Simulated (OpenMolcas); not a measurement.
**Au2+: moving or changing the point charges**

Au2+ among 3 point charges of -2 e arranged as a planar triangle (D3h), 1.94 Å from the ion.

* Program: OpenMolcas 26.06
* Method: SS-CASPT2, IPEA 0.25 Eh, imaginary shift 0.1 Eh (closed shells correlated: 4f 5s 5p)
* Basis: ANO-RCC-VDZP [7s6p4d2f]
* Scalar Hamiltonian: DKH2, point nucleus
* Active space: 9 electrons in 5 orbitals (5d)
* State averaging: 2S+1 = 2 even, 5 roots
* Spin-orbit coupling: RASSI with atomic mean-field integrals over the reference wave functions

Runs around this geometry, states (labels of D3, the rotations of D3h). Energies in cm-1 above the lowest state or level, χT in cm3 K/mol.

| R (Å) | q (e) | Ground state | First state of that spin | First gap with spin-orbit (degeneracies) | χT at 300 K |
| --- | --- | --- | --- | --- | --- |
| 1.94 | -1.3 | 2E | 2E 9480 | 6270 (2, 2) | 1.147 |
| 1.85 | -2 | 2E | 2E 16250 | 8310 (2, 2) | 1.115 |
| 1.94 | -2 | 2E | 2E 14260 | 7910 (2, 2) | 1.126 |
| 2.03 | -2 | 2E | 2E 12570 | 7460 (2, 2) | 1.134 |

Taking the first state of the same spin as R^-n, n = -ln(12570 / 16250) / ln(2.03 / 1.85) = 2.8 between the shortest and longest distance.

Scaling the charges by -1.3 / -2 = 0.65 scales the first state of the same spin by 9480 / 14260 = 0.66; with fixed orbitals a first-order splitting would follow the charge.

Roots that are degenerate in the reference are averaged as groups; the widest CASPT2 spread within a group is 76 cm-1 (the 2-fold group of multiplicity 2 near 0 cm-1 above the lowest state of its run, R = 1.85, q = -2). Shifts and gaps below about the spread of the groups concerned are not significant. An orbital doublet at a regular site is open to a Jahn-Teller distortion, which this geometry leaves out. Free-ion shares, where given, are those of the reference states; single-state CASPT2 does not remix them. This is an electrostatic model: the charges have no orbitals. No measured value stands beside these numbers.
